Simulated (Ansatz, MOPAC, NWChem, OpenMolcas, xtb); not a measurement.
## How methods differ on GaH2OF (SMILES [OH][GaH][F])

The runs start from one conformer, not always the lowest.

GaH2OF, singlet, SMILES `[OH][GaH][F]`. Each level relaxes the structure for itself.

Quantity: the highest harmonic wavenumber at each level's own minimum, in cm⁻¹. The values are calculated.

```
                                                     level            kind     program  value (cm⁻¹)
                                                       AM1  semi-empirical       MOPAC          3614
                                                      MNDO  semi-empirical       MOPAC          4144
                                                  GFN2-xTB  semi-empirical         xtb          3662
                                                  GFN1-xTB  semi-empirical         xtb          3726
                                                  HF/3-21G    Hartree–Fock  OpenMolcas          4100
                           HF/6-31G* (Cartesian functions)    Hartree–Fock  OpenMolcas          4141
                                                HF/cc-pVTZ    Hartree–Fock  OpenMolcas          4209
B3LYP/6-31G*/LANL2DZ (core potential, spherical functions)   global hybrid      NWChem          3816
                                         PBE0-D4/def2-TZVP   global hybrid      Ansatz          3906
```

All-electron rows without a relativistic Hamiltonian named are non-relativistic, while core potentials hold scalar relativity, so basis and relativity change together. Harmonic and unscaled. The values span 3614 to 4209 cm⁻¹.
